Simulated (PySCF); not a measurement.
HSn(OH) (singlet). Method: PBE0/[Sn def2-TZVP with ECP28, H def2-TZVP, O def2-TZVP], scalar-relativistic core potentials, density fitting, no spin–orbit coupling, PySCF.

Harmonic bands of its minimum:

| ω (cm⁻¹) | IR (km/mol) |
| --- | --- |
| 527 | 144 |
| 576 | 129 |
| 603 | 61.5 |
| 811 | 26.0 |
| 1663 | 530 |
| 3891 | 62.6 |

Task: The central atom is Sn. Infer the point group and assign the bands.

Result: Cs. The modes span a'' + 5a': 527 a'', 576 a', 603 a', 811 a', 1663 a', 3891 a'. The computed geometry has O–H 0.960 Å, Sn–H 1.795 Å, Sn–O 1.981 Å; H–O–Sn 114.3°, H–Sn–O 94.2°.

This need not be the most stable arrangement of these atoms.
